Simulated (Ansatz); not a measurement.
Basis sets compared for perfluoropentacene (C22F14). Total charge 0; singlet. Geometry r2SCAN-D4/def2-SVP. Ansatz on 8 threads of Intel Xeon Platinum 8259CL on a shared host; times are rough, and most runs start from earlier orbitals.

```xyz
36

F     0.5602   -7.1911    1.7967
C     0.8254   -5.8996    1.6696
C     2.0405   -5.4031    2.2176
F     2.8490   -6.2559    2.8286
C     2.3635   -4.0726    2.1136
F     3.5100   -3.6618    2.6425
C     1.4874   -3.1542    1.4526
C     1.7757   -1.7937    1.3240
F     2.9123   -1.3349    1.8378
C     0.9110   -0.8824    0.6708
C     1.1982    0.4894    0.5395
F     2.3324    0.9529    1.0511
C     0.3345    1.3908   -0.1107
C     0.6179    2.7716   -0.2457
F     1.7521    3.2405    0.2643
C    -0.2417    3.6632   -0.8911
C     0.0478    5.0582   -1.0255
F     1.1676    5.5736   -0.5323
C    -0.8261    5.8999   -1.6683
F    -0.5615    7.1915   -1.7945
C    -2.0413    5.4033   -2.2162
F    -2.8502    6.2562   -2.8266
C    -2.3640    4.0727   -2.1127
F    -3.5106    3.6620   -2.6413
C    -1.4873    3.1542   -1.4527
C    -1.7754    1.7936   -1.3246
F    -2.9120    1.3348   -1.8383
C    -0.9103    0.8821   -0.6719
C    -1.1974   -0.4896   -0.5409
F    -2.3317   -0.9531   -1.0523
C    -0.3337   -1.3910    0.1094
C    -0.6172   -2.7718    0.2444
F    -1.7511   -3.2409   -0.2661
C     0.2419   -3.6633    0.8907
C    -0.0480   -5.0581    1.0259
F    -1.1679   -5.5734    0.5328
```

Single mean-field runs in def2-SVP, def2-TZVP are fitted with def2-universal-jkfit.

Binding counts from free atoms (F doublet, C triplet) in the same basis, without a counterpoise term.

| level | functions | energy (Eh) | HOMO (eV) | LUMO (eV) | binding per atom (eV) | wall time |
| --- | --- | --- | --- | --- | --- | --- |
| PBE-D4/def2-SVP (with forces) | 504 | -2232.1700 | -4.86 | -3.89 | 6.11 | 16 s |
| PBE0-D4/def2-SVP | 504 | -2232.1510 | -5.83 | -3.64 | 5.84 | 34 s |

(1) Estimate the rows for PBE-D4/def2-TZVP, PBE0-D4/def2-TZVP.

## Answers

(1) 
```
            level  functions  energy (Eh)  HOMO (eV)  LUMO (eV)  binding per atom (eV)  wall time
 PBE-D4/def2-TZVP       1116   -2234.7343      -4.98      -4.06                   5.94       45 s
PBE0-D4/def2-TZVP       1116   -2234.7183      -5.81      -3.67                   5.69    2.8 min
```
